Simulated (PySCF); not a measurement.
NMR data simulated for an unnamed compound:

¹H NMR (500 MHz, computed): δ 6.60 (m, 1H), 5.45 (m, 1H), 5.41 (m, 1H), 5.32 (m, 1H), 5.32 (m, 1H), 4.64 (t, 2H), 2.57 (s, 6H), 2.22 (t, 2H).

¹³C{¹H} NMR (computed): δ 149.1 (C), 146.9 (CH), 124.7 (CH2), 121.3 (CH2), 41.0 (CH3), 19.7 (CH2).

Computational details: GFN2-xTB geometry, shielding tensors at PBE0/pcSseg-1 (GIAO), in PySCF 2.14.0 with density-fitted response routines (one computed conformer, fast rotation and ring inversion assumed for equivalent nuclei, isolated molecule, non-relativistic).

δ = σ(ref) − σ, references computed at the same level: ¹H (σ = 31.72 ppm), ¹³C (σ = 186.93 ppm) vs TMS.

Problem. Which of these does the molecule contain: an N-methyl group, a tert-butyl group, a Si–CH3 group, a vinyl group CH=CH2, a heteroaromatic ring, a non-aromatic C=C double bond?

Solution. 
- An N-methyl group: yes (δC 41.0; δH 2.57 (s)).
- A tert-butyl group: no.
- A Si–CH3 group: no.
- A vinyl group CH=CH2: yes (δC 121.3, 146.9; δH 5.41 (m), 5.45 (m), 6.60 (m)).
- A heteroaromatic ring: no.
- A non-aromatic C=C double bond: yes.

The data belong to `InChI=1S/C7H15NSi/c1-5-7(2)6-9-8(3)4/h5H,1-2,6,9H2,3-4H3`; they needn't prove each group on their own.

Carbon signals by region: 4 in the sp2 and nitrile region (100–160 ppm), 2 below 50 ppm.

Shifts are as computed. Against solution values, carbons near 30 ppm lie about +3 ppm off and those near 130 ppm about +5 ppm. Of 1211 compounds with measured shifts, 218 miss one by over three times the rms of a fit or turn the order of signals round; such compounds aren't used in these exercises. Multiplicities follow the n + 1 count of equivalent neighbours, as no J values were calculated; m marks all less simple cases, F and P coupling included.
